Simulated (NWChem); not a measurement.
System: Si$_{2}$H$_{5}$O$_{2}$F; SMILES O[Si](O)(F)[SiH3]

```xyz
10

O     -1.5521    -0.8440    -0.4415
Si    -0.0213    -0.4065    -0.0220
O      0.3218    -1.1345     1.4289
F      1.0617    -0.9724    -1.0866
Si     0.0831     1.9222     0.0029
H     -1.8117    -1.7478    -0.2058
H      1.2543    -1.3202     1.6096
H      1.4604     2.3543     0.3708
H     -0.2500     2.4888    -1.3313
H     -0.8648     2.4613     1.0142
```
Atoms are numbered in this order, from 1.

Program: NWChem. Pople sets run with spherical d functions. All runs use the structure optimised with B3LYP/6-31G* (spherical d). Vzz is the largest principal value of the second derivative of the potential at the nucleus (NWChem prints the opposite sign); η is the asymmetry. Non-relativistic.

For level Hartree-Fock/6-31G*:

```yaml
Vzz O1 (a.u.): 1.434
Vzz O3 (a.u.): 1.445
```

**Question.** Estimate the same quantities for level Hartree-Fock/def2-SVP.

**Answer.** 
| Property | Value |
|---|---|
| Vzz O1 (a.u.) | 1.499 |
| Vzz O3 (a.u.) | 1.510 |
